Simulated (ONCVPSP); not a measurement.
What the settings do to the ONCV potential of barium

Base potential:

Ba, optimised norm-conserving Vanderbilt (ONCV), made with ONCVPSP 4.0.1 (BLYP, scalar-relativistic). Core [Kr] 4d10, reference 5s2 5p6 6s1.75 6p0.25. Waves: 5s+6s: rc 2.80 bohr, ncon 3, nbas 8, qcut 5.1 1/bohr, 2 projectors; 5p+6p: rc 3.75 bohr, ncon 4, nbas 8, qcut 4 1/bohr, 3 projectors, debl 3.8 Ha; d scattering state at 0.34 Ha: rc 2.80 bohr, ncon 4, nbas 8, qcut 4.1 1/bohr, local; f scattering state at 0.08 Ha: rc 2.90 bohr, ncon 4, nbas 8, qcut 3.8 1/bohr, 1 projector. Local part: the d channel. Core correction: Teter function, fcfact 3.25, rcfact 1.75.

In the d channel the program set the typed energies aside and used 0.050 Ha.

Cutoffs, loose and tight: the cutoffs (Ha) at which the residual kinetic energy of the hardest occupied pseudo-wave falls to 1 and 0.1 mHa per electron. They do not see the model core or the augmentation charge, which bear on the density cutoff. Test errors are all-electron minus pseudo excitation energies from the reference, over the configurations 5s2 5p6 6s2 6p0; 5s2 5p6 6s1 6p0; 5s2 5p6 6s0 6p0; 5s2 5p6 5d1 6s0 6p0. A dash means not determined; rows that change the core or the reference have their own tests.

For the base: The cutoffs count occupied waves only; projector 1 of the f channel, the hardest unoccupied one, needs 30 Ha at the loose tolerance.

```tsv
change	outcome	cutoff, loose	cutoff, tight	bound ghosts	GHOST(+) flags above zero	largest test error (meV)
base	generated, projector energies reset by the program	7.3 Ha	9.0 Ha	none	f	-15
d: nbas 7	generated, projector energies reset by the program	7.3 Ha	9.0 Ha	none	f	-15
p: ncon 3, nbas 7	generated, projector energies reset by the program	7.3 Ha	9.0 Ha	none	f	-16
s: rc 2.1	failed: test_data: rc < rc(lloc) for l = 0. Not allowed.	–	–	–	–	–
core correction Teter function, fcfact 4.9, rcfact 1.75	generated, projector energies reset by the program	7.3 Ha	9.0 Ha	none	f	-20
```

Problem. What comes out with this change to the base: reference 5s2 5p6; waves 5s: rc 2.80 bohr, ncon 3, nbas 8, qcut 5.1 1/bohr, 2 projectors, debl 1.3 Ha; 5p: rc 3.75 bohr, ncon 4, nbas 8, qcut 4 1/bohr, 3 projectors, debl 3.8 Ha?

Solution. outcome: generated, projector energies reset by the program; cutoff, loose: 7.2 Ha; cutoff, tight: 8.9 Ha; bound ghosts: none; GHOST(+) flags above zero: none; largest test error (meV): -125.

Problem. What comes out with this change to the base: core correction none?

Solution. outcome: generated, projector energies reset by the program; cutoff, loose: 7.3 Ha; cutoff, tight: 9.0 Ha; bound ghosts: none; GHOST(+) flags above zero: f; largest test error (meV): -1.8.
